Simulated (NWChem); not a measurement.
System: CH5BrSi; SMILES C[SiH2]Br

The following NWChem deck was run.

```
start job
memory heap 200 mb stack 900 mb global 1100 mb
geometry units angstroms noautosym nocenter noautoz
  Si     0.608577    -1.011627     0.000000
  C     -0.857249    -2.169208     0.000000
  Br    -0.106288     1.108279     0.000000
  H      1.450801    -1.194486    -1.216429
  H      1.450801    -1.194486     1.216429
  H     -1.480252    -2.008490     0.892414
  H     -0.511105    -3.215460     0.000000
  H     -1.480252    -2.008490    -0.892414
end
basis spherical
  * library def2-svp
end
dft
  xc xpbe96 cpbe96
  iterations 150
end
cosmo
  do_cosmo_smd true
  solvent etoac
end
task dft energy
```

The geometry was optimised at PBE0/def2-SVP. Solvent: ethyl acetate.

Level: PBE/def2-SVP with SMD (1 M gas to 1 M solution), gas-phase geometry. Reactions with the solvent are ignored.

**Question.** Predict the main results of this run. (PBE/def2-SVP, SMD on the gas-phase geometry.) Quantities: solvation free energy (kcal/mol); cavity-dispersion-structure term (kcal/mol); dipole in solution (D).

**Answer.** The solvation free energy (kcal/mol) is -2.9, the cavity-dispersion-structure term (kcal/mol) is -1.6 and the dipole in solution (D) comes out as 2.31.
